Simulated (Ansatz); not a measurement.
Born–Oppenheimer molecular dynamics of FH7N2OSi2 (13 atoms, charge 0, multiplicity 1). It starts at the highest image of a converged band. Of that band: The profile has 2 maxima (images 1, 3) with wells between them (image 2): this band takes more than one step, which may be the mechanism or a detour left from its start path. Neighbouring images differ by up to 3.9 eV, so the band resolves the path poorly. A vibrational analysis at the climbing image gives one clearly imaginary mode, 2116i cm⁻¹: a first-order saddle point.

The calculation used Ansatz, RHF/cc-pVDZ.

- ensemble: NVE (velocity Verlet)
- time step: 0.5 fs
- steps asked: 200
- starting velocities drawn for: 300 K
- seed: 9223

First frame:

```xyz
13
Properties=species:S:1:pos:R:3
N -0.933 -1.274 0.415
Si 0.491 -0.588 -0.318
N 1.750 -0.587 0.855
F 0.866 -1.538 -1.611
Si -0.138 1.549 -1.090
O -1.593 1.872 0.084
H -0.823 -1.699 1.319
H -1.518 -1.853 -0.161
H 2.481 0.096 0.778
H 2.126 -1.460 1.179
H -1.701 1.845 -1.215
H 0.904 2.546 -0.705
H -1.890 1.056 0.484
```

How far do the bonds stretch over the last three quarters of this one trajectory? (Pairs bonded in most of those frames.)


```
   bond  mean (Å)  spread (Å)  shortest  longest
 N1–Si2     1.744       0.021      1.71     1.79
  N1–H7     1.006       0.008      0.99     1.03
  N1–H8     1.007       0.011      0.99     1.03
 Si2–N3     1.730       0.024      1.69     1.77
 Si2–F4     1.655       0.016      1.63     1.68
Si2–Si5     2.453       0.048      2.35     2.51
  N3–H9     1.003       0.030      0.96     1.05
 N3–H10     1.006       0.019      0.98     1.04
Si5–H12     1.537       0.014      1.51     1.57
 O6–H11     0.968       0.065      0.86     1.08
 O6–H13     0.954       0.021      0.91     1.00
```

Mean temperature of the second half: 814 K. The conserved energy stayed within 0.51 meV per atom of its start (net change 0.19 meV per atom), so the integration is sound. The system heated up, since it started high on the potential surface and ran downhill. A run of 0.1 ps of so small a system gives no equilibrium averages. The orbitals stay closed-shell, which can raise the energy where a bond breaks towards radicals; this wasn't checked here.

Time of the run: 8.6 min on 2 threads of Arm Neoverse V1, on a shared host, peak memory 0.3 GiB.
